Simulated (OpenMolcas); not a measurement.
**W4+: moving or changing the point charges**

W4+ among 6 point charges of -1.5 e arranged as a tetragonal octahedron (D4h), 1.97 Å from the ion, with the axial distance 1.871 Å.
```
   1.9700    0.0000    0.0000  -1.50
   0.0000    1.9700    0.0000  -1.50
  -1.9700    0.0000    0.0000  -1.50
   0.0000   -1.9700    0.0000  -1.50
   0.0000    0.0000    1.8715  -1.50
   0.0000    0.0000   -1.8715  -1.50
```

```json
{"Program": "OpenMolcas 26.06", "Method": "CASSCF", "Basis": "ANO-RCC-VTZP [8s7p5d3f2g1h]", "Scalar Hamiltonian": "DKH2, point nucleus", "Active space": "2 electrons in 5 orbitals (5d)", "State averaging": "2S+1 = 3 even, 10 roots; 2S+1 = 1 even, 15 roots", "Spin-orbit coupling": "RASSI with atomic mean-field integrals over the reference wave functions"}
```

Runs around this geometry, states (labels of D4, the rotations of D4h). Energies in cm-1 above the lowest state or level, χT in cm3 K/mol.

| R (Å) | q (e) | Ground state | First state of that spin | First gap with spin-orbit (degeneracies) | χT at 300 K | First state of another spin |
| --- | --- | --- | --- | --- | --- | --- |
| 1.97 | -0.98 | 3E | 3A2 790.6 | 418.2 (1, 1) | 0.063 | 1A1 11337 |
| 1.97 | -1.5 | 3E | 3A2 1386 | 690.0 (1, 1) | 0.047 | 1A1 10613 |
| 2.15 | -1.5 | 3E | 3A2 1039 | 529.4 (1, 1) | 0.062 | 1A1 11126 |

Taking the first state of the same spin as R^-n, n = -ln(1039 / 1386) / ln(2.15 / 1.97) = 3.3 between the shortest and longest distance.

Scaling the charges by -0.98 / -1.5 = 0.65 scales the first state of the same spin by 790.6 / 1386 = 0.57; with fixed orbitals a first-order splitting would follow the charge.

An orbital doublet at a regular site is open to a Jahn-Teller distortion, which this geometry leaves out. Without dynamic correlation the repulsion within the d shell is too large (B by tens of per cent), so at a given field states of lower spin stand too high. Point charges carry no covalency, so the field is a model and not that of real ligands. No measured value stands beside these numbers.
